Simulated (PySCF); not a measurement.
CH7NSi3.
Cartesian coordinates in Å at the PBE0-D3(BJ)/def2-SVP level; atoms count from 1:
```xyz
12
CH7NSi3 angstrom
N      2.8408    1.5009    0.1872
C      2.2933    0.4785    0.2241
Si     1.3373   -1.1185    0.2421
Si    -0.6200   -0.7136   -0.9831
Si    -1.6741    1.1576   -0.0416
H      1.0429   -1.4248    1.6718
H      2.2243   -2.1697   -0.3324
H     -1.4873   -1.9302   -0.9040
H     -0.2403   -0.4636   -2.4077
H     -1.9891    0.8634    1.3895
H     -0.7470    2.3250   -0.1178
H     -2.9396    1.4671   -0.7730
```

Computed with PySCF 2.14.0, PBE0-D3(BJ)/def2-SVP geometry optimisation, gas phase.

Take the most abundant isotopes and a rigid rotor. The values belong to one conformer with, in the numbering `[N:1]#[C:2][SiH2:3][SiH2:4][SiH3:5]`, C2–Si3–Si4–Si5 -54°.

**Question.** What are A, B and C (GHz)?

**Answer.** Ia = 168.36, Ib = 362.82, Ic = 478.06 u·Å²; 505379 MHz·u·Å²/I gives 3002, 1393 and 1057 MHz, that is A = 3.0018, B = 1.3929, C = 1.0571 GHz.

**Question.** What kind of rotor is it?

**Answer.** An asymmetric top: κ = (2 × 1393 − 3002 − 1057)/(3002 − 1057) = -0.65.

**Question.** What does the inertial defect say?

**Answer.** Not planar: Δ = Ic − Ia − Ib = -53.12 u·Å². For a rigid frame Δ = −2 Σ m c², so Σ m c² = 26.56 u·Å² lies off the ab plane: 10.85 from hydrogen and 15.71 from heavier atoms. The atom farthest from that plane is 1.98 Å away.

**Question.** Where do the levels up to J = 4 lie, in K?

**Answer.** Above 0(0,0), as E/k:
J = 1: 1(0,1) 0.118, 1(1,1) 0.195, 1(1,0) 0.211
J = 2: 2(0,2) 0.350, 2(1,2) 0.414, 2(1,1) 0.462, 2(2,1) 0.694, 2(2,0) 0.696
J = 3: 3(0,3) 0.694, 3(1,3) 0.741, 3(1,2) 0.838, 3(2,2) 1.047, 3(2,1) 1.058, 3(3,1) 1.474, 3(3,0) 1.474
J = 4: 4(0,4) 1.144, 4(1,4) 1.175, 4(1,3) 1.335, 4(2,3) 1.515, 4(2,2) 1.547, 4(3,2) 1.949, 4(3,1) 1.950, 4(4,1) 2.542, 4(4,0) 2.542
The levels of one J sum to (2J + 1)J(J + 1)(A + B + C)/3.

**Question.** Which lines would a microwave search look for?

**Answer.** The dipole components are |μa| = 1.98 D, |μb| = 2.69 D, |μc| = 0.69 D. The squared components, which scale the intensities, stand as 0.54 : 1.00 : 0.07 (a : b : c). Some lines, for components of 0.1 D or more:

```
type  branch         J(Ka,Kc)    MHz  lower level (cm⁻¹)
   c       Q  2(1,2) ← 2(0,2)   1320               0.244
   b       R  4(2,2) ← 3(3,1)   1507               1.025
   b       R  3(0,3) ← 2(1,2)   5847               0.288
   b       Q  4(2,3) ← 4(1,4)   7083               0.817
   a       R  3(1,2) ← 2(1,1)   7822               0.321
   a       R  4(2,3) ← 3(2,2)   9763               0.727
   c       R  2(2,0) ← 1(1,0)  10110               0.147
   a       R  4(1,3) ← 3(1,2)  10364               0.582
   b       Q  4(4,0) ← 4(3,1)  12334               1.355
   b       R  4(2,3) ← 3(1,2)  14118               0.582
   c       R  4(3,2) ← 3(2,2)  18795               0.727
   b       R  4(4,0) ← 3(3,1)  22247               1.025
```

**Question.** Estimate the classical rotational partition function at 10 K, 25 K and 200 K.

**Answer.** Point group C1, symmetry number σ = 1; q = (√π/σ)·√((kT/h)³/(ABC)), k/h = 20836.6 MHz/K: 2540 at 10 K, 10000 at 25 K, 227000 at 200 K.

No PBE0-D3(BJ)/def2-SVP frequencies stand behind this structure, so it isn't proved a minimum. No vibrational averaging or centrifugal distortion is included, and the geometry carries the error of its method. A rigid rotor knows nothing of internal rotation, which can split or shift real lines. Quadrupole hyperfine structure (14N) is left out.

Hardware: one thread, Arm Neoverse V1 (aarch64), shared host with 32 logical CPUs at a one-minute load of 29. Cost: 37 s, 0.51 GiB resident at most. These figures are those of the optimisation.
